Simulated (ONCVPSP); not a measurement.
## Building the ONCV potential for Pr (Z = 59) (LDA (Perdew-Wang 92), scalar-relativistic).

```
Element                 : Pr (Z = 59)
Generator               : ONCVPSP 4.0.1
Type                    : optimised norm-conserving Vanderbilt (ONCV)
Functional              : LDA (Perdew-Wang 92)
Relativity              : scalar-relativistic
Frozen core             : [Kr] 4d10
Valence charge          : 13
Reference configuration : 4f3 5s2 5p6 (charge +2)
Partial waves           : 5s: rc 2.30 bohr, ncon 4, nbas 8, qcut 5.3 1/bohr, 2 projectors, debl 2.7 Ha; 5p: rc 1.95 bohr, ncon 5, nbas 8, qcut 3.5 1/bohr, 1 projector; d scattering state at 0.21 Ha: rc 2.05 bohr, ncon 4, nbas 7, qcut 4.6 1/bohr, 2 projectors, debl 2.5 Ha; 4f: rc 1.80 bohr, ncon 3, nbas 8, qcut 9.2 1/bohr, local
Local potential         : the f channel
Core correction         : Teter function, fcfact 5.5, rcfact 1.6
```

In the s channel the program set the typed energies aside and used -1.910, 0.050 Ha. In the d channel the program set the typed energies aside and used 0.050, 2.550 Ha.

All-electron outer shells of the reference configuration (LDA (PZ), scalar-relativistic, ld1.x):

```csv
shell,level (eV),outermost node (bohr),outermost maximum (bohr)
5p,-34.30,0.79,1.53
4f,-14.12,–,0.69
```

Problem. Estimate the cutoffs (Ha) at which the residual kinetic energy of the hardest occupied pseudo-wave falls to 1 and 0.1 mHa per electron.

Solution. 42 Ha and 51 Ha.

Problem. What does a ghost test show?

Solution. Ghosts flagged at negative energy: s at -192.6 eV, p at -23.6 eV; GHOST(+) flagged for d at 126.1 eV. A true bound ghost makes a file unfit for plane-wave use.

Problem. Which valence shell sets the plane-wave cutoff?

Solution. 5p: 42 Ha for 1 mHa per electron, against 36 Ha for 4f.

Its largest configuration-test error is +356 meV (4f2 5s2 5p6). 2 of 4 tests not solved or not reliable.
